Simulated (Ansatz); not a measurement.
Reaction (isomerisation): `OBOBF` → `OBB(O)F`

Isolated molecules relaxed with PBE0-D4/def2-TZVP in Ansatz; ΔE leaves out vibrations. CCSD(T)/CBS adds triple-zeta CCSD(T) − MP2 to the extrapolated MP2 energy (def2 sets, frozen cores). DFT in def2-TZVPP. B3LYP here is the variant with VWN-RPA as its local correlation; programs differ in this. One conformer a species, not always the lowest.

**Question.** Is it downhill or uphill in electronic energy at CCSD(T)/CBS, and by how much? (An estimate is asked.)

**Answer.** The calculation gave: Uphill: ΔE = +140.0 kJ/mol.

**Question.** What do these levels give: PBE-D4, r2SCAN0-D4, ωB97M-V, BLYP, B3LYP, MP2/def2-TZVPP? (Estimate.)

**Answer.** Ansatz gave: PBE-D4 129.9, r2SCAN0-D4 146.1, ωB97M-V 142.6, BLYP 140.2, B3LYP 144.5, MP2/def2-TZVPP 144.5 kJ/mol.

Largest T1 diagnostic among the species: 0.014.

From PBE to PBE0 (25 % exact exchange), in def2-TZVPP and without D4, ΔE moves by +5.8 kJ/mol. In def2-TZVPP, CCSD(T) changes the Hartree–Fock value by −23.5 kJ/mol (the triples alone add −2.2 kJ/mol) and MP2 by −18.1 kJ/mol. At CCSD(T), def2-SVP lies +8.5 kJ/mol from the extrapolated value and def2-TZVPP −1.0 kJ/mol.
